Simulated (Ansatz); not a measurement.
Program: Ansatz. Geometries: PBE0-D4/def2-TZVP. ΔE: electronic, gas phase. CBS: MP2 limit from def2 TZ/QZ plus the TZ coupled-cluster correction, frozen cores. This one scheme is used for every species. DFT in def2-TZVPP. For Ga outer-core shells are correlated without core-valence functions, which leaves a few kJ/mol of doubt a bond. Scalar relativity is left out up to krypton. One conformer a species, not always the lowest.

Reaction (ligand exchange at a Ga–Cl bond): `[F][Ga]([F])[Cl]` + NH₃ → `[NH2][Ga]([F])[F]` + HCl

```json
{"level": "revPBE-D4", "ΔE (eV)": "0.68"}
{"level": "r2SCAN", "ΔE (eV)": "0.70"}
{"level": "RPA@PBE/def2-TZVPP", "ΔE (eV)": "0.60"}
{"level": "CCSD/CBS(def2)", "ΔE (eV)": "0.61"}
```

Question: What does CCSD(T)/CBS give? (Estimate.)

Answer: Ansatz gave: +0.61 eV. The listed levels differ from it by 0.07, 0.09, -0.01, 0.00 eV.

Largest T1 diagnostic among the species: 0.014.

In def2-TZVPP, CCSD(T) changes the Hartree–Fock value by −0.14 eV (the triples alone add −0.00 eV) and MP2 by −0.14 eV. Leaving LDA and LC-ωPBE aside and taking each functional with its dispersion term where it has one, the values, not all of them listed here, spread over 0.14 eV, from CAM-B3LYP-D4 to B97M-V. LDA lies −0.11 eV from PBE without D4.
